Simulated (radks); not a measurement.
Results of a calculation; reference values are marked as such.
Valence configurations of Br3+ (all share [Ar]). Level of theory: scalar-relativistic Kohn-Sham, r2SCAN, spin-polarised, spherical densities, finite nucleus; open shells are filled with parallel spins first; meta-GGA in the generalised Kohn-Sham scheme; Fermi nuclear charge, rms radius 4.1629 fm (a radial shooting solver on a logarithmic mesh with Libxc functionals). Energies are relative to 3d10 4s2 4p2; eigenvalues in eV for spin up.

| valence | E (eV) | moment (Bohr magnetons) | e(3d) | e(4p) | e(4s) |
|---|---|---|---|---|---|
| 3d10 4s2 4p2 | 0.000 | 2 | -106.51 | -41.415 | -56.305 |
| 3d9 4s2 4p3 | 69.094 | 4 | -121.20 | -44.798 | -60.563 |
| 3d9 4s1 4p4 | 84.441 | 4 | -122.72 | -45.518 | -61.461 |
| 3d9 4p5 | 103.73 | 2 | -124.18 | -45.052 | - |
| 3d10 4p4 | 29.697 | 2 | -109.57 | -42.797 | - |
| 3d9 4s0.5 4p4.5 | 94.521 | 3 | -123.49 | -45.339 | -61.239 |
| 3d9.5 4s2 4p2.5 | 33.442 | 3 | -113.80 | -43.131 | -58.465 |
| 3d9 4s1.5 4p3.5 | 76.853 | 4 | -121.95 | -45.153 | -61.006 |
| 3d8 4s1.5 4p4.5 | 160.11 | 4 | -137.23 | -47.506 | -64.125 |
| 3d10 4s1 4p3 | 9.308 | 4 | -107.78 | -42.965 | -58.095 |

NIST lists [Ar] 3d10 4s2 4p2 as the ground configuration; this level of theory agrees among the configurations tried. The energies are those of spherical high-spin densities, not of single terms.
